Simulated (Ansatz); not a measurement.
`O[SiH](F)[NH][GeH3]` + `N[SiH](F)F` → `F[SiH](F)[NH][GeH3]` + `N[SiH](O)F`  (ligand exchange at a Ge–N bond)

Isolated molecules relaxed with PBE0-D4/def2-TZVP in Ansatz; ΔE leaves out vibrations. CCSD(T)/CBS adds triple-zeta CCSD(T) − MP2 to the extrapolated MP2 energy (def2 sets, frozen cores). This one scheme is used for every species. Functionals use def2-TZVPP. For Ge outer-core shells are correlated without core-valence functions, which leaves a few kJ/mol of doubt a bond. Scalar relativity is left out up to krypton. Each species was taken in one conformer, which may not be the lowest.

`O[SiH](F)[NH][GeH3]`:

Z-matrix (Å, degrees):
```
Si
F 1 1.597
N 1 1.698 2 106.8
O 1 1.631 2 112.3 3 120.6
H 1 1.473 2 106.5 3 -125.2
Ge 3 1.845 1 127.1 2 155.9
H 3 1.009 1 117.9 2 -32.2
H 4 0.959 1 118.1 2 -65.4
H 6 1.539 3 109.8 1 -70.6
H 6 1.537 3 110.1 1 49.7
H 6 1.535 3 106.5 1 170.0
```

`N[SiH](F)F`:

```xyz
7

N    -0.382   -0.980    0.031
Si    0.138    0.621   -0.033
F    -0.070    1.264    1.402
F     1.690    0.805   -0.332
H    -0.616   -1.489   -0.804
H    -0.168   -1.589    0.803
H    -0.592    1.368   -1.066
```

`F[SiH](F)[NH][GeH3]`:

```xyz
10

F     2.448    0.256    0.105
Si    1.315   -0.819   -0.197
F     1.141   -1.589    1.182
N    -0.150   -0.123   -0.648
Ge   -1.322    0.856    0.399
H     1.821   -1.735   -1.232
H    -0.389   -0.175   -1.627
H    -2.678    0.135    0.452
H    -1.502    2.251   -0.221
H    -0.685    0.943    1.788
```

`N[SiH](O)F`:

Z-matrix (Å, degrees):
```
Si
O 1 1.629
F 1 1.596 2 112.6
N 1 1.699 2 110.7 3 116.3
H 1 1.474 2 104.5 3 -115.6
H 2 0.959 1 117.0 3 -71.5
H 4 1.007 1 120.5 2 -153.1
H 4 1.006 1 121.6 2 56.5
```

```json
{"level": "ωB97X-V", "ΔE (kJ/mol)": "-1.6", "difference from CCSD(T)/CBS": "0.4"}
{"level": "ωB97M-V", "ΔE (kJ/mol)": "-1.6", "difference from CCSD(T)/CBS": "0.4"}
{"level": "PBE", "ΔE (kJ/mol)": "-2.2", "difference from CCSD(T)/CBS": "-0.2"}
{"level": "PBE0", "ΔE (kJ/mol)": "-2.1", "difference from CCSD(T)/CBS": "-0.1"}
{"level": "MP2/def2-TZVPP", "ΔE (kJ/mol)": "-1.3", "difference from CCSD(T)/CBS": "0.7"}
{"level": "SCS-MP2/def2-TZVPP", "ΔE (kJ/mol)": "-1.5", "difference from CCSD(T)/CBS": "0.5"}
{"level": "CCSD/def2-TZVPP", "ΔE (kJ/mol)": "-1.8", "difference from CCSD(T)/CBS": "0.2"}
{"level": "HF/def2-QZVPP", "ΔE (kJ/mol)": "-2.5", "difference from CCSD(T)/CBS": "-0.5"}
{"level": "MP2/def2-QZVPP", "ΔE (kJ/mol)": "-1.6", "difference from CCSD(T)/CBS": "0.4"}
{"level": "SCS-MP2/def2-QZVPP", "ΔE (kJ/mol)": "-1.9", "difference from CCSD(T)/CBS": "0.1"}
{"level": "CCSD(T)/CBS", "ΔE (kJ/mol)": "-2.0", "difference from CCSD(T)/CBS": "0"}
```

Largest T1 diagnostic among the species: 0.012.
